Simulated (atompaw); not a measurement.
**An all-electron radial function and its pseudo partner (Ir)**

Columns: radius, all-electron u(r) and pseudo u(r) of the 6p shell (level -22.62 eV) of iridium in the configuration [Kr] 4d10 4f14 5s2 5p6 5d6 6s0 6p0; PBE, scalar-relativistic, PAW (atompaw) scheme, atompaw 4.2.0.5.

```csv
r (bohr),all-electron,pseudo
0.069,0.0238,-0.0177
0.138,-0.1468,-0.0692
0.208,-0.0231,-0.1512
0.277,0.1471,-0.2541
0.346,0.2140,-0.3697
0.415,0.1730,-0.4881
0.485,0.0672,-0.6004
0.554,-0.0562,-0.6941
0.623,-0.1698,-0.7634
0.692,-0.2587,-0.8031
0.762,-0.3180,-0.8103
0.831,-0.3463,-0.7849
0.900,-0.3476,-0.7301
0.969,-0.3263,-0.6506
1.038,-0.2872,-0.5522
1.108,-0.2339,-0.4403
1.177,-0.1720,-0.3247
1.246,-0.1041,-0.2100
1.315,-0.0330,-0.1006
1.385,0.0400,0.0015
1.454,0.1110,0.0920
1.523,0.1799,0.1724
1.592,0.2455,0.2435
1.662,0.3080,0.3078
1.731,0.3652,0.3652
1.800,0.4175,0.4175
```

Question: How many radial nodes do the two functions have?

Answer: The all-electron 6p function has n − l − 1 = 4; the pseudo-wave has 1, since 1 lower shell of the same l stays in the valence.

Question: Is the pseudo-wave norm-conserving?

Answer: No, it belongs to a PAW set: the norm inside the radius is not constrained, and the difference is carried by the augmentation charge.
